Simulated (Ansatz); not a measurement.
Calculated with Ansatz (gas phase, PBE0-D4/def2-TZVP geometries, no zero-point term in ΔE). CBS: MP2 limit from def2 TZ/QZ plus the TZ coupled-cluster correction, frozen cores. DFT in def2-TZVPP. Each species was taken in one conformer, which may not be the lowest.

Consider the formal exchange of groups at the Si–C bond: `[SiH3]C1CCC1` + `COB(S)O[SiH3]` → `[SiH3]OB(S)O[SiH3]` + `CC1CCC1`.

| level | ΔE (eV) |
| --- | --- |
| r2SCAN | -1.49 |
| HF/def2-TZVPP | -1.66 |

Q: What does CCSD(T)/CBS give? (Best estimate.)

A: The calculation gave: -1.54 eV. The listed levels differ from it by 0.05, -0.12 eV.

Largest T1 diagnostic among the species: 0.013.

In def2-TZVPP, CCSD(T) changes the Hartree–Fock value by +0.15 eV (the triples alone add +0.03 eV) and MP2 by +0.10 eV. From PBE to PBE0 (25 % exact exchange), in def2-TZVPP and without D4, ΔE moves by −0.08 eV.
